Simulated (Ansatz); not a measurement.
Geometry optimisation, RKS PBE/def2-SVP (Ansatz 0.2.0).

Input:

```yaml
crystal:
  periodic: [false, false, false]
  atoms:
    - { symbol: B, position_ang: [-0.126962, -0.199308, 0.023143] }
    - { symbol: O, position_ang: [-0.049477, -0.625334, 1.347066] }
    - { symbol: H, position_ang: [-0.92137, -0.831474, 1.719592] }
    - { symbol: "N", position_ang: [1.165767, 0.221004, -0.499011] }
    - { symbol: H, position_ang: [1.989864, -0.29129, -0.169256] }
    - { symbol: H, position_ang: [1.265428, 0.523265, -1.471296] }
    - { symbol: "N", position_ang: [-1.32074, -0.133995, -0.746258] }
    - { symbol: H, position_ang: [-2.233359, -0.057681, -0.2996] }
    - { symbol: H, position_ang: [-1.321663, 0.266438, -1.683039] }
    - { symbol: F, position_ang: [0.10942, 2.050217, 1.159037] }
    - { symbol: H, position_ang: [0.656692, 1.400358, 0.747723] }
basis:
  gaussian: { orbitals: def2-SVP }
hamiltonian:
  xc: pbe
relax:
  f_tol: 0.03
  max_steps: 50
output:
  orbitals: {}
```

Run as:

```bash
$ ansatz run input.yaml --threads 2 --pin off --max-ram 3072MiB --backend cpu --events-out ev --progress --plain --runs-dir out
```

Q: Where does it end, and by what steps?

A: The run converged. After 9 steps the energy has fallen by 0.258 eV; F10 moved furthest, 0.53 Å.

```tsv
step	energy less start (eV)	largest force component (eV/Å)	accepted
0	0.0000	0.844	yes
1	-0.1620	0.404	yes
2	-0.2175	0.322	yes
3	-0.2191	0.812	yes
4	-0.2372	0.527	yes
5	-0.2269	0.770	no
6	-0.2540	0.134	yes
7	-0.2568	0.053	yes
8	-0.2579	0.036	yes
9	-0.2582	0.020	yes
```

```xyz
11
Properties=species:S:1:pos:R:3
B -0.161 -0.298 0.080
O -0.119 -1.015 1.259
H -0.999 -1.222 1.612
N 1.125 0.248 -0.358
H 1.948 -0.186 0.070
H 1.274 0.398 -1.358
N -1.335 -0.082 -0.694
H -2.265 -0.288 -0.334
H -1.360 0.625 -1.428
F 0.330 2.435 0.873
H 0.774 1.708 0.408
```

Whether the end is a true minimum wasn't checked by a vibrational analysis.

Time of the run: 10 s on 2 threads of Intel(R) Xeon(R) 6975P-C (Granite Rapids) (shared host), peak memory 0.17 GiB.
